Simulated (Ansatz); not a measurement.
Abridged output of a molecular run in Ansatz:

```
Functional definition: HF
1161 factors; integrals over basis functions are off by at most 1.5e-3 eV
mean field evaluation 1: about -22893.4373 eV, gradient 3.1e1 eV
mean field evaluation 2: about -22893.4425 eV, gradient 3.1e1 eV
mean field evaluation 4: about -22896.0080 eV, gradient 4.2e0 eV
mean field evaluation 8: about -22896.0561 eV, gradient 1.4e-4 eV
mean field -22896.05610696 eV, -841.4145424267 hartree, gradient 1.4e-6 eV, S^2 0.000000; 0 other end points of the search recorded, 0 dependent functions left out
13 core orbitals not correlated: weight in the atoms' cores, before any rotation towards them, 1.000 or more for the frozen orbitals, at most 0.000 for the correlated occupied ones
reference -22896.05610696 eV, -841.4145424267 hartree; 16, 16 occupied and 89, 89 virtual orbitals, 1161 factors
second order -19.05698290 eV of doubles, -0.00000000 eV of singles
cycle   1  -20.17441437 eV  change    -1.1e0 eV  update   9.8e-2
cycle   2  -20.73140663 eV  change   -5.6e-1 eV  update   2.9e-2
cycle   3  -20.83865632 eV  change   -1.1e-1 eV  update   1.3e-2
cycle   4  -20.83668264 eV  change    2.0e-3 eV  update   2.8e-3
cycle   5  -20.83675486 eV  change   -7.2e-5 eV  update   1.0e-3
cycle   6  -20.83680602 eV  change   -5.1e-5 eV  update   2.9e-4
cycle   7  -20.83669211 eV  change    1.1e-4 eV  update   1.1e-4
cycle   8  -20.83667571 eV  change    1.6e-5 eV  update   3.4e-5
perturbative correction -0.55456394 eV, -0.0203798488 hartree
Total energy: -22917.44734662 eV, -842.2006559844 hartree
```

Its atoms:

```xyz
13

C     0.3175   -1.6865    1.3652
O     0.4367   -0.4690    0.6681
Si   -0.2671   -0.1933   -0.7924
C     0.0532    1.6004   -1.1874
S    -0.5611    2.6868    0.1276
H    -0.7321   -1.9373    1.5575
H     0.8303   -1.5852    2.3231
H     0.7785   -2.5120    0.8110
H    -1.7291   -0.4652   -0.7251
H     0.3388   -1.0809   -1.8281
H     1.1092    1.7925   -1.3905
H    -0.5080    1.8684   -2.0868
H    -0.0669    1.9812    1.1578
```

**Question.** Which basis set was used?
A. def2-TZVPP
B. def2-QZVPP
C. def2-SVPD
D. def2-SVP

**Answer.** D. It gives 118 functions.

**Question.** Write the keys of the input that set method, charge and spin (a neutral closed shell needs none for the last two).

**Answer.** 
```yaml
correlation: {method: ccsd_t}
```
